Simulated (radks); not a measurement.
Values are calculated unless marked as measured or tabulated.
Spherical quantum dot in the effective-mass picture: electrons in a well V = -V0 / (1 + exp((r - R)/a)) with V0 = 4.1, R = 9.03, a = 1, with a point charge +1 (a donor) at the centre, all in effective atomic units (hartree* = m*/eps^2 hartree, bohr* = eps/m* bohr), one dielectric constant everywhere. Level of theory: non-relativistic Kohn-Sham, LDA (Slater exchange, Perdew-Wang correlation), spin-polarised, spherical densities (a radial shooting solver with Libxc functionals). Levels are named by radial order and angular momentum (1s, 1p, 1d, 2s, ...), and open shells are averaged over m.

N = 22, configuration 1s2 1p6 1d10 2s2 1f(up 2, down 0). This is the lowest configuration that the search found. Occupied and some empty levels:

level,occupation,eigenvalue (hartree*),<r> (bohr*)
1s up,1,-0.75293,5.680
1s down,1,-0.74472,5.646
1p up,3,-0.71603,5.956
1p down,3,-0.70721,5.946
1d up,5,-0.65369,6.134
1d down,5,-0.64461,6.130
1f up,2,-0.56778,6.304
1f down,0,-0.55854,6.304
2s up,1,-0.55648,2.654
2s down,1,-0.55544,2.654
1g up,0,-0.46097,6.467
1g down,0,-0.45168,6.469
2p up,0,-0.36210,4.815
2p down,0,-0.35778,4.804
2d up,0,-0.23944,5.394
2d down,0,-0.23417,5.387

Energy (hartree*): total -51.0949, kinetic 4.1641, external -88.698, Hartree 37.948, exchange-correlation -4.5095.
